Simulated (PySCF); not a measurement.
Computed shifts of a molecule C₅H₁₀, PBE/pcSseg-1 in PySCF, GIAO, gas phase, equivalent atoms averaged, in ppm (number of nuclei): ¹³C: 157.5 (1), 117.9 (1), 39.9 (1), 25.4 (1), 17.9 (1). ¹H: 5.26 (2), 2.36 (2), 2.07 (3), 1.32 (3). References: ¹³C against TMS (σ = 182.0 ppm); ¹H against TMS (σ = 31.49 ppm), references at their B3LYP-D3(BJ)/def2-TZVP geometries, non-relativistic. Geometry optimised at PBE0-D3(BJ)/def2-SVP. Other conformers were not sampled.

### Question
Which structure fits?
(A) C=C(C)CC
(B) C/C=C/CC
(C) C[C@H]1C[C@@H]1C
(D) C=CCCC

### Answer
A, C=C(C)CC
